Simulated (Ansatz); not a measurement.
ErF3(NH3) in a box, plane waves

Ansatz 0.2.0, DFT PBE+U, scalar-relativistic, plane waves, PAW, molecule in a box. The geometry was relaxed with Gaussian bases (PBE; Er lcecp-1-SVP with ECP57, F def2-SVP, N def2-SVP, H def2-SVP).

```yaml
crystal:
  lattice:
    - [12.05, 0.0, 0.0]
    - [0.0, 12.05, 0.0]
    - [0.0, 0.0, 12.05]
  atoms:
    - { symbol: Er, position: [0.54347054, 0.45666805, 0.54347054], spin: 3.0 }
    - { symbol: F, position: [0.62669461, 0.57582739, 0.62669461] }
    - { symbol: F, position: [0.4243112, 0.37344398, 0.62669461] }
    - { symbol: F, position: [0.62669461, 0.37344398, 0.4243112] }
    - { symbol: "N", position: [0.4246556, 0.57548299, 0.4246556] }
    - { symbol: H, position: [0.37344398, 0.62669461, 0.47021079] }
    - { symbol: H, position: [0.47021079, 0.62669461, 0.37344398] }
    - { symbol: H, position: [0.37344398, 0.5299278, 0.37344398] }
basis:
  ecutwfc: 420
  ecutrho_ratio: 4
kpoints:
  mp_grid: { grid: [1, 1, 1] }
hamiltonian:
  xc: pbe
  hubbard: { sites: [{ species: Er, l: f, u_eff: 5.0 }] }
scf:
  occupations: { method: gaussian, width: 0.01 }
output:
  forces: true
  eigenvalues: true
  populations: true
  hubbard: { sites: [{ species: Er, l: f }] }
magnetization:
  spin_polarized: true
```

Command:
```sh
ansatz run input.yaml --threads 2 --pin off --max-ram 5120MiB --backend cpu --events-out ev --progress --plain --runs-dir out
```
It took 2.5 min on 2 threads of Arm Neoverse V2 (shared host), peak memory 1.3 GiB.

Task: How does the SCF go?

Result: 
```
SCF iter   1: F=—  HF=-14949.603020 eV  |F-HF|=—  |Δ(HF+E_count)|=         —  Δρ=2.18e-2 (↑1.63e-2 ↓2.18e-2)
Mixer restart at iter 1: flushing history
preconditioner: auto → none  [metal: Δε(μ)=0.014 eV  Ē_g=10.642 eV  σ=0.010 eV  W_gap=0.49  n_scr=92 (ndim 8)  ℏωp=5.3 eV  f_vac=0
SCF iter   2: F=—  HF=-14947.414100 eV  |F-HF|=—  |Δ(HF+E_count)|=    2.19e0  Δρ=9.37e-3 (↑7.03e-3 ↓9.37e-3)
preconditioner: auto → Resta (q_TF=auto, 1.514 Å⁻¹)  ε∞=1.3  [insulator: Δε(μ)=0.023 eV  Ē_g=9.533 eV  σ=0.010 eV  W_gap=0.90  n_s
...
SCF iter  50: F=—  HF=-14949.794215 eV  |F-HF|=—  |Δ(HF+E_count)|=   1.08e-5  Δρ=1.37e-5 (↑1.37e-5 ↓1.35e-5)
SCF iter  51: F=—  HF=-14949.796977 eV  |F-HF|=—  |Δ(HF+E_count)|=   2.76e-3  Δρ=8.15e-6 (↑7.77e-6 ↓8.15e-6)
SCF iter  52: F=—  HF=-14949.797026 eV  |F-HF|=—  |Δ(HF+E_count)|=   4.84e-5  Δρ=2.47e-6 (↑1.87e-6 ↓2.47e-6)
SCF iter  53: F=-14949.797026 eV  HF=-14949.797026 eV  |F-HF|=1.04e-8  |Δ(HF+E_count)|=   1.86e-9  Δρ=6.11e-7 (↑6.11e-7 ↓4.31e-7)
SCF iter  54: F=-14949.797026 eV  HF=-14949.797026 eV  |F-HF|=1.04e-8  |Δ(HF+E_count)|=  3.64e-12  Δρ=6.11e-7 (↑6.11e-7 ↓4.32e-7)
```

Task: Which levels lie next to the highest filled one (eV, counted from it)?

Result: Filled: -0.58, -0.58, -0.37, -0.33, -0.16, -0.16, -0.14, -0.14, -0.12, 0.00. Empty: 4.43, 4.43, 4.48, 5.76, 5.80, 7.08, 7.17, 7.49.

Task: How is the f shell of Er1 filled?

Result: Natural occupations, full = 1; up: 0.99, 1.00, 1.00, 1.00, 1.00, 1.00, 1.00; down: 0.01, 0.01, 0.02, 1.00, 1.00, 1.00, 1.00; in all 11.00 e.

Task: What forces are left at this geometry, relaxed with Gaussian bases (eV/Å)?

Result: 
```
Er  -0.09  0.09 -0.09
F    0.02  0.00  0.02
F    0.00 -0.02  0.02
F    0.02 -0.02  0.00
N   -0.14  0.14 -0.14
H    0.18 -0.18 -0.16
H   -0.16 -0.18  0.18
H    0.18  0.16  0.18
```

The open shells may stand above their lowest state.

The highest of the empty levels listed lie near the vacuum level and may be states of the box.

An lcecp potential fixes the number of 4f electrons, so in runs with it no electron can move into or out of that shell.
